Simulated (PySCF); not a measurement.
C₂H₆ClGa. Atoms are numbered in the order given.

```xyz
10

Ga     0.0000     0.0000    -0.3356
C     -0.0001     1.8008    -1.1303
H      0.8925     2.3499    -0.7905
H     -0.0079     1.7716    -2.2299
H     -0.8836     2.3563    -0.7776
C      0.0001    -1.8008    -1.1303
H      0.8836    -2.3563    -0.7776
H     -0.8925    -2.3499    -0.7905
H      0.0079    -1.7716    -2.2299
Cl     0.0000     0.0000     1.8566
```

Coordinates come from a B3LYP-D3(BJ)/def2-SVP optimisation. The isomer is the one that the SMILES or the coordinates give; other isomers of the formula were not compared.

These are PySCF with M06-2X/def2-TZVP values and carry that method's errors.

The molecule is in vacuum.

```yaml
total_energy: -2464.92968 hartree
point_group: C2
highest_occupied_level: -9.03 eV
lowest_empty_level: -0.43 eV
orbital_gap: 8.60 eV
dipole_moment: 0.599 e·Å
quadrupole, principal values (traceless, Buckingham form, about the centre of nuclear charge): -5.41, 0.03, 5.38 D·Å
mean_static_polarisability: 63.5 bohr³ (9.41 Å³)
polarisability_principal_values: 48.6, 70.5, 71.3 bohr³
```
